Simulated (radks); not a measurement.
Q: The cobalt ion Co3+ is in [Ar] 3d6. All-electron calculation, scalar-relativistic Kohn-Sham, BLYP, spin-polarised, spherical densities, finite nucleus; Fermi nuclear charge, rms radius of each element as measured or else 0.836 A^(1/3) + 0.57 fm. Program: a radial shooting solver on a logarithmic mesh with Libxc functionals. Open shells are filled with parallel spins first. One electron is removed from 3s, 3d, 2p, 3p in turn, with full relaxation. Which removal costs least, and what does each cost?

A: 3d 52.063 eV; 3p 111.13 eV; 3s 148.17 eV; 2p 838.77 eV. The 3d electron leaves first.
